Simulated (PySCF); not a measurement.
Structure problem from calculated spectra and properties.

Elements present: B, C and H. Monoisotopic mass: 64.0656 u.

* Valence photoelectron: vertical ionisation energy: 9.87 eV [ΔSCF CAM-B3LYP/def2-SVPD]
* Rotational structure: rotational constants A, B, C: 9.644, 3.721, 2.860 GHz [PBE0-D3(BJ)/def2-SVP]
* 13C NMR: chemical shifts (computed TMS as zero) by class: 88.1 (1 C), 77.7 (1 C), 49.2 (1 C) ppm [GIAO HF/pcSseg-2]
* NMR, other nuclei: isotropic shieldings of nuclei other than C and H, by class: 35 (2 B) ppm [GIAO HF/pcSseg-2]
* Triplet: lowest triplet excitation (Tamm–Dancoff): 4.30 eV [TDA CAM-B3LYP/def2-SVPD]
* Polarisability: 63.1 au [CAM-B3LYP/def2-SVPD]
* UV, first state: lowest singlet excitation: 4.62 eV (268 nm, f = 0.003) [TDDFT CAM-B3LYP/def2-SVPD]
* UV, strongest line: among the 10 lowest singlet transitions: S7 at 6.55 eV (189 nm, f = 0.023) [TDDFT CAM-B3LYP/def2-SVPD]
* Couplings: largest of the computed one-bond spin–spin couplings (means over like bonds): 13C–1H +272.9, 13C–13C +201.3, 11B–1H +145.9 (×4), 13C–1H +115.2, 13C–13C +84.2, 13C–11B +37.7 (×2) Hz [B3LYP/pcJ-1, spin–dipole term left out for some pairs]

Gas-phase values; electronic properties from PySCF, density fitting. Levels stand in brackets. Geometry: PBE0-D3(BJ)/def2-SVP, one conformer, isolated molecule. NMR values are class means; diastereotopic atoms form classes of their own.

Question: Which formula fits the mass and the elements?

Answer: C3H6B2 (calculated 64.0656). No other formula that holds each of these elements comes within 0.0003 u with a fitting electron parity and a possible valence count.

Question: What is the compound? Reason from the data.

Answer: Numbering: `[BH2:1][CH:2]([BH2:3])[C:4]#[CH:5]`. 3 carbons fall into 3 classes; from least to most shielded: alkyne carbon [C4] (88.1 ppm), terminal alkyne carbon [C5] (77.7 ppm), sp3 carbon bound to boron [C2] (49.2 ppm). The other shieldings belong to: 35 ppm, three-coordinate boron [B1/B3]. The couplings run between: +272.9 Hz, terminal alkyne carbon [C5] and its hydrogen; +201.3 Hz, alkyne carbon [C4] and terminal alkyne carbon [C5]; +145.9 Hz, three-coordinate boron [B1] and its hydrogen (with 3 like pairs); +115.2 Hz, sp3 carbon bound to boron [C2] and its hydrogen; +84.2 Hz, sp3 carbon bound to boron [C2] and alkyne carbon [C4]; +37.7 Hz, sp3 carbon bound to boron [C2] and three-coordinate boron [B1] (with 1 like pair). S1 is mainly HOMO→LUMO (weight 0.93); the largest Löwdin shares of the orbital it empties are 0.39 on the terminal alkyne carbon, 0.35 on the alkyne carbon and 0.10 on the sp3 carbon bound to boron, of the orbital it fills 0.29 on each of 2 atoms of one kind (three-coordinate boron), 0.16 on the sp3 carbon bound to boron and 0.05 on a B–H hydrogen. The optimised geometry has point group Cs and is an asymmetric top. Structure: `BC(B)C#C`. Computed isomers that give other values at the same levels: `BCBC#C` (lowest singlet excitation: 4.18 eV (297 nm, f = 0.001)). The assignments are read from this structure; whether some other isomer fits the data as well wasn't checked.
